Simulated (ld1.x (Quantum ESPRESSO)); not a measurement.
Configuration tests for iron (Fe) (TM semilocal)

| Item | Value |
| --- | --- |
| Element | Fe (Z = 26) |
| Generator | ld1.x (Quantum ESPRESSO) 7.5 |
| Type | norm-conserving Troullier–Martins (semilocal form) |
| Functional | PBEsol |
| Relativity | scalar-relativistic |
| Frozen core | [Ar] |
| Valence charge | 8 |
| Reference configuration | 3d6 4s2 4p0 |
| Partial waves | 4p (bound, empty): rc 3.70 bohr; 3d (bound): rc 1.35 bohr; 4s (bound): rc 1.90 bohr |
| Local potential | the s channel |
| Core correction | none |

Energies are relative to the spin-unpolarised reference configuration 3d6 4s2 4p0; without spin polarisation the order of configurations can differ from experiment. The frozen-core shift is the all-electron ΔE with the core orbitals held at their reference shape minus the fully relaxed ΔE.

Q: Give the all-electron excitation energy and the error of the potential for: 3d6 4s1 4p0; 3d6 4s0 4p0; 3d5 4s0 4p0; 3d6.5 4s1.5 4p0; 3d6 4s1 4p1; 3d6 4s0 4p1; 3d5 4s2 4p0.

A:

```json
{"valence configuration": "3d6 4s1 4p0", "charge": "+1", "ΔE all-electron (eV)": "8.745", "error AE − PS (meV)": "-3.6", "frozen-core shift (meV)": "+2.4"}
{"valence configuration": "3d6 4s0 4p0", "charge": "+2", "ΔE all-electron (eV)": "24.861", "error AE − PS (meV)": "+17", "frozen-core shift (meV)": "+11"}
{"valence configuration": "3d5 4s0 4p0", "charge": "+3", "ΔE all-electron (eV)": "59.048", "error AE − PS (meV)": "+50", "frozen-core shift (meV)": "+284"}
{"valence configuration": "3d6.5 4s1.5 4p0", "charge": "0", "ΔE all-electron (eV)": "-0.731", "error AE − PS (meV)": "-30", "frozen-core shift (meV)": "+24"}
{"valence configuration": "3d6 4s1 4p1", "charge": "0", "ΔE all-electron (eV)": "4.134", "error AE − PS (meV)": "+3.9", "frozen-core shift (meV)": "+0.9"}
{"valence configuration": "3d6 4s0 4p1", "charge": "+1", "ΔE all-electron (eV)": "13.821", "error AE − PS (meV)": "+24", "frozen-core shift (meV)": "+4.8"}
{"valence configuration": "3d5 4s2 4p0", "charge": "+1", "ΔE all-electron (eV)": "14.234", "error AE − PS (meV)": "-130", "frozen-core shift (meV)": "+171"}
```

ld1.x printed “convergence not achieved” for 4 of the counted tests; their residual had stalled under 1e-8, short of the target of 1e-14.
